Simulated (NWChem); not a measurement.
System meant: InI, singlet; SMILES [In][I]

Here is an NWChem input.

```
start job
memory heap 200 mb stack 900 mb global 1100 mb
geometry units angstroms noautoz
  In     0.000000     0.000000    -1.449494
  I      0.000000     0.000000     1.340113
end
basis spherical
  In library def2-svp
  I library def2-svp
end
ecp
  In library def2-ecp
  I library def2-ecp
end
dft
  odft
  mult 2
  xc b3lyp
  iterations 150
  mulliken
end
task dft energy
```

End of the output:

```
 ==============================================================================
                                internuclear distances
 ------------------------------------------------------------------------------
       center one      |      center two      | atomic units |  angstroms
 ------------------------------------------------------------------------------
    2 I                |   1 In               |     5.27159  |     2.78961
 ------------------------------------------------------------------------------
                         number of included internuclear distances:          1
 ==============================================================================

 Summary of "ao basis" -> "" (spherical)
 ------------------------------------------------------------------------------
       Tag                 Description            Shells   Functions and Types
 ---------------- ------------------------------  ------  ---------------------
 In                         def2-svp                10       26   4s4p2d
 I                          def2-svp                10       26   4s4p2d

                                 NWChem DFT Module
                                 -----------------

 Summary of "ao basis" -> "ao basis" (spherical)
 ------------------------------------------------------------------------------
       Tag                 Description            Shells   Functions and Types
 ---------------- ------------------------------  ------  ---------------------
 In                         def2-svp                10       26   4s4p2d
 I                          def2-svp                10       26   4s4p2d

      Symmetry analysis of basis
      --------------------------

        a1         20
        a2          0
        b1          4
        b2          4
        e          24

  number of electrons :                   46
  multiplicity        :                    2
 ------------------------------------------------------------------------
  no. of electrons and multiplicity not compatible                  46
 ------------------------------------------------------------------------
 ------------------------------------------------------------------------
  current input line :
    22: task dft energy
 ------------------------------------------------------------------------
 ------------------------------------------------------------------------
 There is an error in the input file
 ------------------------------------------------------------------------
 For more information see the NWChem manual at https://nwchemgit.github.io

0: no. of electrons and multiplicity not compatible:Received an Error in Communication
```

Question: Can this run be used? If not, why, and what is the fix?

Answer: The program refused the input. Cause: the multiplicity doesn't fit the number of electrons (an even count wants an odd multiplicity, and the reverse). This input runs:
```
start job
memory heap 200 mb stack 900 mb global 1100 mb
geometry units angstroms noautoz
  In     0.000000     0.000000    -1.449494
  I      0.000000     0.000000     1.340113
end
basis spherical
  * library def2-svp
end
ecp
  In library def2-ecp
  I library def2-ecp
end
dft
  xc b3lyp
  iterations 150
  mulliken
end
task dft energy
```
It converges to -488.08013 Ha (B3LYP/def2-SVP with def2 effective core potentials on In, I).
